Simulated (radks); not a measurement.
Results of a calculation; reference values are marked as such.
Trend from Zr2+ to Cd2+: ionisation energy by Delta-SCF between NIST ground configurations, and size. Level of theory: scalar-relativistic Kohn-Sham, PBE, spin-polarised, spherical densities, finite nucleus; open shells are filled with parallel spins first (spin-orbit coupling, left out, can overturn this in heavy ions); Fermi nuclear charge, rms radius of each element as measured or else 0.836 A^(1/3) + 0.57 fm (a radial shooting solver on a logarithmic mesh with Libxc functionals).

| species | configuration | IE (eV) | NIST (eV) | kind | -e(HOMO) (eV) | outermost | <r> outermost (bohr) |
|---|---|---|---|---|---|---|---|
| Zr2+ | [Kr] 4d2 | 23.164 | 23.170 | semi-emp. | 17.937 (4d) | 4d | 2.00 |
| Nb2+ | [Kr] 4d3 | 25.553 | 25.040 | semi-emp. | 19.985 (4d) | 4d | 1.84 |
| Mo2+ | [Kr] 4d4 | 27.830 | 27.1 | semi-emp. | 21.936 (4d) | 4d | 1.71 |
| Tc2+ | [Kr] 4d5 | 30.027 | 29.550 | semi-emp. | 23.819 (4d) | 4d | 1.60 |
| Ru2+ | [Kr] 4d6 | 28.429 | 28.470 | semi-emp. | 22.335 (4d) | 4d | 1.54 |
| Rh2+ | [Kr] 4d7 | 30.912 | 31.060 | semi-emp. | 24.474 (4d) | 4d | 1.46 |
| Pd2+ | [Kr] 4d8 | 33.285 | 32.930 | semi-emp. | 26.524 (4d) | 4d | 1.38 |
| Ag2+ | [Kr] 4d9 | 35.577 | 34.8 | semi-emp. | 28.508 (4d) | 4d | 1.31 |
| Cd2+ | [Kr] 4d10 | 37.809 | 37.47 | exp. | 30.444 (4d) | 4d | 1.25 |

Reference values: NIST Atomic Spectra Database (exp. = measured, semi-emp. = semi-empirical, theory = theoretical value adopted there). Open shells are spherical and high-spin; term and fine-structure splittings are not resolved.
